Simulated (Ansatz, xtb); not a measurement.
The molecule NiSb, multiplicity 4 (lowest of 2S+1 = 2, 4, 6 at PBE0/def2-TZVPP; our sources give no spin for the ground state, which may be another). No spin–orbit coupling. Ni is treated without relativity.

Constants: fifth-degree fit in 1/R to seven points, most abundant isotopes. In def2 and cc sets the state is the lowest found near the PBE0 minimum, followed along R.

Correlated levels freeze the inner cores; with def2 sets outer-core shells near the valence are correlated too.

Codes used: Ansatz (a quantum-chemistry and plane-wave program) with Gaussian orbitals; xtb for the GFN methods. Values without a source in brackets are computed. In def2 rows elements past Kr take small-core potentials, without spin–orbit coupling. The GFN methods have no spin term and hold the electronic entropy of 300 K.

| level | r_e (Å) | ω_e (cm⁻¹) | ω_e x_e (cm⁻¹) | dipole (D) |
|---|---|---|---|---|
| GFN2-xTB | 2.351 | ___ | 1.8 | - |
| PBE/def2-TZVPP | 2.389 | 250 | 0.74 | 2.01 |
| r2SCAN/def2-TZVPP | 2.381 | 261 | 0.79 | 2.37 |
| B97M-V/def2-TZVPP | 2.414 | 246 | 0.76 | 1.87 |
| B3LYP/def2-TZVPP | 2.429 | 239 | 0.76 | 2.11 |
| PBE0/def2-TZVPP | 2.415 | 244 | 0.75 | 2.53 |
| wB97M-V/def2-TZVPP | 2.417 | 247 | 0.67 | 2.96 |
| B2PLYP/def2-TZVPP | ___ | ___ | 0.78 | - |

Question: Some entries are withheld; supply them.

Answer: 
- B2PLYP/def2-TZVPP, r_e (Å): 2.404
- B2PLYP/def2-TZVPP, ω_e (cm⁻¹): 249
- GFN2-xTB, ω_e (cm⁻¹): 229
